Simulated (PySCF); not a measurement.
All values below come from PySCF 2.14.0 with B3LYP-D3(BJ)/def2-TZVP. Gas-phase values, no solvent. One relaxed conformer stands for a flexible species; it need not be the lowest. B3LYP has the VWN-RPA correlation part, as in Gaussian. Excitations are Tamm–Dancoff values on a coarser integration grid. The basis has no diffuse functions, so Rydberg states are missing or too high.

Reference species (SMILES): `N[Si](N)(N)S` (neutral, multiplicity 1).

The S1 oscillator strength is 0.005 and the T1 excitation (TDA) is 5.51 eV.

Changed species: `N[Si](S)(S)S` (3 of 4 NH2 replaced by SH; the reference has 1 of 4 NH2 replaced by SH).

### Question
Give the shifts of the S1 oscillator strength and T1 excitation (TDA).

### Answer
the S1 oscillator strength hardly moves; the T1 excitation (TDA) falls by 0.17 eV, to 5.34 eV.
